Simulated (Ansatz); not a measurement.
Cost and result for the atomization energy of C₄H₈Si, SMILES `C#CCC[SiH3]` (13 atoms, 12 bonds).

```
atom    x (Å)    y (Å)    z (Å)
  C1  -2.3628   0.2695  -2.0758
  C2  -1.4015   0.4593  -1.3822
  C3  -0.2412   0.6557  -0.5289
  C4   0.0695  -0.5669   0.3426
 Si5   1.5661  -0.3305   1.4529
  H6  -3.2143   0.1082  -2.6934
  H7   0.6228   0.8986  -1.1572
  H8  -0.4118   1.5342   0.1032
  H9  -0.7982  -0.8053   0.9652
 H10   0.2369  -1.4404  -0.2949
 H11   1.8082  -1.5538   2.2623
 H12   2.7767  -0.0485   0.6336
 H13   1.3496   0.8198   2.3727
```

The species carries charge 0 and has multiplicity 1. The geometry is a stationary point of PBE0-D4/def2-TZVP. It is one conformer, not always the lowest. Program: Ansatz. All runs use 4 threads of an Arm Neoverse V2 on a shared host. Times are those of one run each, without the atoms' runs, and a repeat can differ threefold. Electronic energies, without spin–orbit coupling; frozen cores. CCSD(T)/CBS adds CCSD(T) − MP2 in def2-TZVPP to the MP2 limit, and its time is that of the two runs behind it. T1 = 0.011. B3LYP takes the VWN-RPA correlation (the form of Gaussian; ORCA's B3LYP/G).

CCSD(T)/CBS is a level of theory with its own doubt, some kJ/mol a heavy atom from the limit and from the frozen cores, so smaller differences don't rank the functionals.

```json
{"level": "PBE-D4/def2-TZVPP (with forces)", "functions": "278", "wall time": "2.6 s", "atomization (kcal/mol)": "1225.8", "difference from CCSD(T)/CBS": "20.5", "per bond": "1.7"}
{"level": "PBE0-D4/def2-TZVPP", "functions": "278", "wall time": "2.8 s", "atomization (kcal/mol)": "1210.4", "difference from CCSD(T)/CBS": "5.1", "per bond": "0.4"}
{"level": "B3LYP-D4/def2-TZVPP (with forces)", "functions": "278", "wall time": "4.8 s", "atomization (kcal/mol)": "1206.8", "difference from CCSD(T)/CBS": "1.5", "per bond": "0.1"}
{"level": "r2SCAN-D4/def2-TZVPP (with forces)", "functions": "278", "wall time": "4.9 s", "atomization (kcal/mol)": "1207.1", "difference from CCSD(T)/CBS": "1.8", "per bond": "0.2"}
{"level": "B2PLYP/def2-TZVPP", "functions": "278", "wall time": "5.5 s", "atomization (kcal/mol)": "1195.7", "difference from CCSD(T)/CBS": "-9.6", "per bond": "-0.8"}
{"level": "ωB97X-V/def2-TZVPP", "functions": "278", "wall time": "7.5 s", "atomization (kcal/mol)": "1207.2", "difference from CCSD(T)/CBS": "1.9", "per bond": "0.2"}
{"level": "ωB97M-V/def2-TZVPP (with forces)", "functions": "278", "wall time": "11 s", "atomization (kcal/mol)": "1208.6", "difference from CCSD(T)/CBS": "3.3", "per bond": "0.3"}
{"level": "MP2/def2-QZVPP", "functions": "538", "wall time": "24 s", "atomization (kcal/mol)": "1209.0", "difference from CCSD(T)/CBS": "3.7", "per bond": "0.3"}
{"level": "CCSD(T)/def2-TZVPP", "functions": "278", "wall time": "2.8 min", "atomization (kcal/mol)": "1177.8", "difference from CCSD(T)/CBS": "-27.5", "per bond": "-2.3"}
{"level": "CCSD(T)/CBS(def2)", "functions": "–", "wall time": "3.2 min", "atomization (kcal/mol)": "1205.3", "difference from CCSD(T)/CBS": "0.0", "per bond": "0.0"}
```

From PBE to PBE0 (25 % exact exchange), in def2-TZVPP and without D4, the atomization energy moves by −14.5 kcal/mol: exact exchange takes away binding that semilocal exchange gives to molecules. In def2-TZVPP, CCSD(T) changes the Hartree–Fock value by +271.3 kcal/mol (the triples alone add +16.2 kcal/mol) and MP2 by +286.4 kcal/mol; breaking electron pairs costs correlation energy, which Hartree–Fock lacks. The D4 term adds +9.5 kcal/mol with B3LYP and +5.0 kcal/mol with PBE0; it sums over pairs of atoms, weighted by their polarisabilities, and B3LYP, whose exchange is more repulsive, gets the larger term.
